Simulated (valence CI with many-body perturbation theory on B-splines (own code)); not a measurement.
**Which ion has this spectrum?**

A relativistic CI+MBPT calculation for an atom or ion with 14 electrons gives these levels (eV):

```csv
J,Parity,E,g
0,even,0.000,
1,even,0.282,1.50
2,even,0.684,1.49
2,even,3.115,1.01
0,even,6.825,
2,odd,16.052,2.00
1,odd,22.308,0.51
2,odd,22.317,1.17
3,odd,22.376,1.33
0,odd,25.758,
1,odd,25.767,1.49
2,odd,25.774,1.49
2,odd,28.343,1.01
1,odd,33.818,1.90
```

The energies are calculated, with errors of about 87 cm⁻¹, more in some levels.

**Question.** Which is it?
A. Sc7+
B. Ar4+
C. Cr10+
D. K5+

**Answer.** A. Sc7+, ground level 3s2.3p2 3P_0.
